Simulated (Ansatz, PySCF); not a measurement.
Bond stretch in BH, singlet.

Methods: UKS-PBE = unrestricted PBE/aug-cc-pVQZ (Ansatz, a quantum-chemistry and plane-wave program); RKS-CAM-B3LYP = Ansatz with restricted CAM-B3LYP/aug-cc-pVQZ; RKS-M06-2X/6-31G* = PySCF 2.14.0 with restricted M06-2X/6-31G*, spherical d; RMP2 = MP2 on RHF/aug-cc-pVQZ, frozen core (Ansatz).

Energies are in eV, each relative to the lowest point of its own curve near equilibrium.

```csv
R / Å,UKS-PBE,RKS-CAM-B3LYP,RKS-M06-2X/6-31G*,RMP2
0.99,0.914,0.848,0.957,0.852
1.05,0.474,0.422,0.491,0.420
1.13,0.141,0.110,0.142,0.107
1.18,0.041,0.024,0.039,0.022
1.22,0.006,0.000,0.004,0.000
1.24,0.000,0.001,0.000,0.002
1.27,0.005,0.015,0.008,0.019
1.32,0.042,0.070,0.054,0.078
1.38,0.125,0.174,0.149,0.189
1.44,0.237,0.310,0.278,0.331
1.53,0.441,0.551,0.508,0.584
1.66,0.781,0.945,0.885,0.994
1.89,1.413,1.670,1.594,1.743
2.08,1.911,2.241,2.166,2.326
2.20,2.202,2.577,2.509,2.667
2.48,2.793,3.283,3.241,3.373
2.73,3.115,3.818,3.812,3.896
3.02,3.322,4.337,4.378,4.384
3.39,3.453,4.863,4.967,4.841
3.75,3.505,5.257,5.414,5.127
4.35,3.529,5.724,5.911,5.324
4.96,3.534,6.034,6.205,5.248
```

At the longest distance, 4.96 Å, RKS-M06-2X/6-31G* lies highest above its minimum (6.205 eV) and UKS-PBE lowest (3.534 eV).

The unrestricted determinant behind UKS-PBE is spin-contaminated at 0.99 to 1.44, 2.48 to 4.96 Å (<S²> up to 1.0, against 0.00 for a pure singlet). The restricted form behind RKS-CAM-B3LYP, RKS-M06-2X/6-31G*, RMP2 keeps the bonding electrons paired and can't separate into open-shell fragments. The T1 diagnostic of CCSD on the restricted reference of RMP2 exceeds 0.045 at 2.48 to 4.96 Å.
